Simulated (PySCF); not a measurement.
[PySCF 2.14.0 with density-fitted response routines: PBE0/pcSseg-1 with gauge-including orbitals; structure optimised with GFN2-xTB; one averaged value for each set of equivalent atoms; one computed conformer; non-relativistic Hamiltonian; no solvent]

Chemical shifts δ = σref − σ; TMS for $^{1}$H, $^{13}$C, all at this level. Shifts are as computed. Against solution values, carbons near 30 ppm lie about +3 ppm off and those near 130 ppm about +5 ppm (rms about the fit 2.1 ppm; single classes can miss by 10 ppm). Of 1328 compounds with measured shifts, 309 miss one by over three times the rms of a fit or turn the order of signals round; such compounds aren't used in these exercises. Signals without a measured value on file couldn't be tested in this way; 1H shifts scatter by 0.2 ppm about their fit, and single ones miss by 0.5 ppm. OH and NH positions are gas-phase values without hydrogen bonding to other molecules.

(1) Order these molecules by the shift of their most deshielded carbon-bound hydrogen, lowest δ first.
A. O=C1OCC(F)=C1F
B. N#Cc1ccccc1N
C. CC=C=C(C#N)CC#N
D. O=Cc1ccccp1

(2) Order these molecules by the shift of their most deshielded carbon, lowest δ first.
A. O=Cc1ccccp1
B. N#Cc1ccccc1N
C. O=C1OCC(F)=C1F
D. CC=C=C(C#N)CC#N

(3) How many $^{13}$C and $^{1}$H signals does each give (equivalence by symmetry and fast rotation, but not about amide C–N or C=N bonds)? `N#Cc1ccccc1N`, `O=C1OCC(F)=C1F`, `O=Cc1ccccp1`, `CC=C=C(C#N)CC#N`

Results:

(1) A (4.90 ppm, hydrogen on an allylic sp3 CH2 bonded to O), C (6.10 ppm, hydrogen on a terminal carbon of a cumulated C=C=C unit), B (7.70 ppm, hydrogen on an aromatic CH), D (10.40 ppm, hydrogen on an aldehyde carbonyl carbon).

(2) B (155.5 ppm, aromatic carbon bearing nitrogen), C (166.6 ppm, β carbon of a C=C–C=O unit), A (196.5 ppm, aldehyde carbonyl carbon), D (228.5 ppm, central carbon of an allene).

(3) N#Cc1ccccc1N: 7 C, 5 H; O=C1OCC(F)=C1F: 4 C, 1 H; O=Cc1ccccp1: 6 C, 5 H; CC=C=C(C#N)CC#N: 7 C, 3 H.
